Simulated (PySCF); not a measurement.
Vertical excitations of a molecule H2O2S2W, multiplicity 1 from PySCF with TDA-PBE0/def2-SVPD, as energy in eV (oscillator strength): 3.31 (0.001), 3.81 (0.003), 4.08 (0.019), 4.28 (0.025), 4.67 (0.009), 4.82 (0.013), 4.99 (0.018), 5.09 (0.030), 5.34 (0.012), 5.41 (0.012). Lowest triplet (TDA): 2.90 eV. Coordinates come from a B3LYP-D3(BJ)/def2-SVP optimisation. The spin state was assumed, not searched. The def2 effective core potentials stand for the cores of W; spin–orbit coupling is left out. Other conformers were not sampled.

Task: Pick the molecule that these values belong to.
(A) [O]=[W](=[O])([SH])[SH]
(B) [OH][W]([OH])(=[S])=[S]
(C) [O]=[W]([OH])(=[S])[SH]

Result: C, [O]=[W]([OH])(=[S])[SH]
